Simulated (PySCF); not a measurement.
## A thermochemical cycle for GeCl

r²SCAN in PySCF with def2-TZVPPD on every atom, for the lowest determinant that a PBE0 search found; no spin–orbit coupling. GeCl, a doublet (π ↑), has De = 4.24 eV to neutral atoms, and GeCl⁺, a singlet (closed shell), has De = 4.88 eV to Ge⁺ + Cl.

The adiabatic ionisation energy of GeCl, between the minima, is 7.44 eV.

Problem. Which ionisation energy of the Ge atom does this level give?

Solution. IE(Ge) = IE(molecule) + De(ion) − De(neutral) = 7.44 + 4.88 − 4.24 = 8.08 eV; the measured value is 7.899 eV (NIST ASD).

For an ion De counts to the pair picked by the measured ionisation energies or electron affinities, which need not be the lowest pair at this level. States were picked by a PBE0 search and need not be the measured ground states.
